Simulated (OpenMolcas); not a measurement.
How basis sets differ on GeSiH4O2 (SMILES [OH][Ge][O][SiH3])

GeSiH4O2: 8 atoms, total charge 0, spin state singlet. SMILES: `[OH][Ge][O][SiH3]`. The shape is that of a PBE0-D4/def2-TZVP optimisation. This is one conformer, not always the lowest.

```tsv
atom	x (Å)	y (Å)	z (Å)
O	1.4101	2.5053	0.1495
Ge	1.6239	0.9026	-0.5814
O	0.0843	0.2002	0.0310
Si	-0.7151	-1.2291	-0.0566
H	0.5872	2.5773	0.6466
H	-2.0460	-1.0180	-0.6825
H	0.0486	-2.2147	-0.8727
H	-0.9008	-1.7808	1.3103
```

Each level gives the HOMO–LUMO gap (eV). The values are calculated.

```tsv
level	kind	program	value (eV)	CPU time
HF/ANO-RCC-MB (DKH2)	Hartree–Fock	OpenMolcas	11.92	4 s
HF/STO-3G	Hartree–Fock	OpenMolcas	12.39	1.7 s
HF/3-21G	Hartree–Fock	OpenMolcas	11.62	2.4 s
HF/ANO-RCC-VDZP (DKH2, RICD fitting)	Hartree–Fock	OpenMolcas	11.97	12 s
HF/def2-SVP	Hartree–Fock	OpenMolcas	11.80	10 s
```

All-electron rows without a relativistic Hamiltonian named are non-relativistic. The values span 11.62 to 12.39 eV. A Hartree–Fock LUMO above zero doesn't converge with the basis: it sinks as sets grow more diffuse. Orbital gaps aren't excitation energies. CPU times are rough (shared hosts, several kinds of processor and program).
